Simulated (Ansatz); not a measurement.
`BC(O)CO`, charge 0, multiplicity 1.

Q: Give a relaxed structure at PBE0-D4/def2-TZVP (Ansatz). (Best estimate.)

A: Ansatz gave: 
Z-matrix (Å, degrees):
```
B
O 1 1.676
C 1 1.553 2 55.9
H 1 1.195 2 109.3 3 113.1
H 1 1.198 2 110.1 3 -112.0
H 2 0.963 1 108.1 3 101.3
C 3 1.490 1 123.8 2 97.7
H 3 1.089 1 121.3 2 -98.8
O 7 1.413 3 114.0 1 -147.0
H 7 1.097 3 109.5 1 -21.3
H 7 1.094 3 107.6 1 95.1
H 9 0.961 7 107.7 3 68.1
```
This is one stationary point; other conformers may exist.
